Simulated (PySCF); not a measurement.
CH₁₀N₂Si₂. Atoms are numbered in the order given.

```xyz
15

N     -2.3312    -0.7466     0.7147
C     -1.9421     0.6703     0.7449
Si    -0.4666     0.8967    -0.4260
N      0.6227    -0.3939    -0.0066
Si     2.3177    -0.6277    -0.2976
H     -3.0084    -0.9608     1.4469
H     -2.7877    -0.9727    -0.1698
H     -2.7590     1.3908     0.5280
H     -1.5767     0.9099     1.7585
H     -0.9674     0.8232    -1.8386
H      0.1928     2.2240    -0.2548
H      0.0889    -1.1759     0.3822
H      3.0007    -1.1664     0.9177
H      2.6131    -1.5759    -1.4181
H      2.9006     0.6996    -0.6483
```
Charge 0, spin multiplicity 1.

Geometry optimised at B3LYP-D3(BJ)/def2-SVP. This is a generated structure with no PubChem entry under its InChIKey; it may be hypothetical. One conformer was computed; it need not be the lowest.

Method: TDDFT-PBE/def2-SVPD (PySCF).

Vertical excitations. Gas-phase values at a fixed geometry.

```tsv
state	energy (eV)	λ (nm)	f	main pairs
S1	5.15	241	0.008	HOMO→LUMO 99 %
S2	5.46	227	0.007	HOMO→LUMO+1 90 %
S3	5.50	225	0.005	HOMO−1→LUMO 89 %
S4	5.80	214	0.005	HOMO−1→LUMO+1 99 %
S5	6.07	204	0.012	HOMO→LUMO+2 99 %
S6	6.20	200	0.025	HOMO→LUMO+3 98 %
S7	6.32	196	0.015	HOMO→LUMO+4 98 %
S8	6.43	193	0.020	HOMO−1→LUMO+2 98 %
S9	6.52	190	0.015	HOMO→LUMO+5 97 %
S10	6.54	190	0.003	HOMO−1→LUMO+3 98 %
T1	4.98	249	0	HOMO→LUMO 99 %
T2	5.27	235	0	HOMO−1→LUMO 52 %, HOMO→LUMO+1 47 %
T3	5.36	231	0	HOMO→LUMO+1 52 %, HOMO−1→LUMO 47 %
T4	5.67	219	0	HOMO−1→LUMO+1 98 %
```
Triplets are in the Tamm–Dancoff approximation, which puts them higher than full response would, so one can lie above its singlet here.
